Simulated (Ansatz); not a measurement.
Total energies of `[NH2][Hf]([O][SiH3])([O][SiH3])[O][SiH3]`.

```json
{"atom": "N1", "x (Å)": "-1.0860", "y (Å)": "1.6469", "z (Å)": "-1.6077"}
{"atom": "Hf2", "x (Å)": "-0.2352", "y (Å)": "0.3445", "z (Å)": "-0.2989"}
{"atom": "O3", "x (Å)": "-1.6612", "y (Å)": "-0.7105", "z (Å)": "0.5005"}
{"atom": "Si4", "x (Å)": "-2.8003", "y (Å)": "-1.6284", "z (Å)": "1.2248"}
{"atom": "O5", "x (Å)": "0.7781", "y (Å)": "1.3819", "z (Å)": "0.9984"}
{"atom": "Si6", "x (Å)": "1.6418", "y (Å)": "2.1871", "z (Å)": "2.1255"}
{"atom": "O7", "x (Å)": "0.9891", "y (Å)": "-0.8612", "z (Å)": "-1.2251"}
{"atom": "Si8", "x (Å)": "1.9621", "y (Å)": "-1.7782", "z (Å)": "-2.1564"}
{"atom": "H9", "x (Å)": "-1.9460", "y (Å)": "1.4958", "z (Å)": "-2.1157"}
{"atom": "H10", "x (Å)": "-0.7125", "y (Å)": "2.5480", "z (Å)": "-1.8706"}
{"atom": "H11", "x (Å)": "-2.7903", "y (Å)": "-1.3916", "z (Å)": "2.6927"}
{"atom": "H12", "x (Å)": "-2.5354", "y (Å)": "-3.0685", "z (Å)": "0.9653"}
{"atom": "H13", "x (Å)": "-4.1433", "y (Å)": "-1.2810", "z (Å)": "0.6889"}
{"atom": "H14", "x (Å)": "1.0552", "y (Å)": "1.9654", "z (Å)": "3.4737"}
{"atom": "H15", "x (Å)": "1.6270", "y (Å)": "3.6438", "z (Å)": "1.8263"}
{"atom": "H16", "x (Å)": "3.0499", "y (Å)": "1.7093", "z (Å)": "2.1263"}
{"atom": "H17", "x (Å)": "1.1606", "y (Å)": "-2.5105", "z (Å)": "-3.1739"}
{"atom": "H18", "x (Å)": "2.6879", "y (Å)": "-2.7682", "z (Å)": "-1.3166"}
{"atom": "H19", "x (Å)": "2.9586", "y (Å)": "-0.9243", "z (Å)": "-2.8576"}
```

Charge 0, multiplicity 1. Correlated methods include outer-core shells of Hf, which these sets cover unevenly. Hf: def2 effective core potential. The geometry is a stationary point of PBE0-D4/def2-TZVP. It is one conformer, not always the lowest. Basis def2-TZVPP, the Gaussian-basis code of Ansatz.

RPA on PBE orbitals: Hartree–Fock energy of these orbitals -1200.16373 Eh, correlation -2.63767 Eh (frozen core).

```
             functional                                       kind  energy without D4 (Eh)  D4 term (kJ/mol)
            LDA (SPW92)                                        LDA             -1198.33341                 –
                 revPBE                                        GGA             -1203.82349            -111.3
                   BLYP                                        GGA             -1203.97668             -90.3
                 r2SCAN                                   meta-GGA             -1203.87431             -12.6
                 B97M-V                         meta-GGA with VV10             -1203.78297                 –
                   PBE0         global hybrid, 25 % exact exchange             -1203.37012             -38.5
                  B3LYP                        global hybrid, 20 %             -1204.16867             -69.7
                r2SCAN0                      meta-GGA hybrid, 25 %             -1203.77734             -15.0
HSE06 (plane-wave form)                            screened hybrid             -1203.33516             -36.6
                  BHLYP                        global hybrid, 50 %             -1203.83970             -60.2
                LC-ωPBE                long-range corrected hybrid             -1203.65373                 –
                ωB97X-V       range-separated hybrid GGA with VV10             -1203.82123                 –
                ωB97M-V  range-separated hybrid meta-GGA with VV10             -1203.82775                 –
               PBE-QIDH                              double hybrid             -1203.01338                 –
```

Task: Give the same for PBE, r2SCANh, CAM-B3LYP, B2PLYP. (An estimate is asked.)

Result: The calculation gave: 
```
functional                    kind  energy without D4 (Eh)  D4 term (kJ/mol)
       PBE                     GGA             -1203.30519             -44.0
   r2SCANh   meta-GGA hybrid, 10 %             -1203.83448             -13.6
 CAM-B3LYP  range-separated hybrid             -1203.96408             -40.2
    B2PLYP           double hybrid             -1203.42624                 –
```

B3LYP takes the VWN-RPA correlation (the form of Gaussian; ORCA's B3LYP/G). HSE06 is the plane-wave form, built on full-range PBE exchange. The double hybrids freeze the cores in their second-order part.

LC-ωPBE has ω = 0.4 bohr⁻¹.
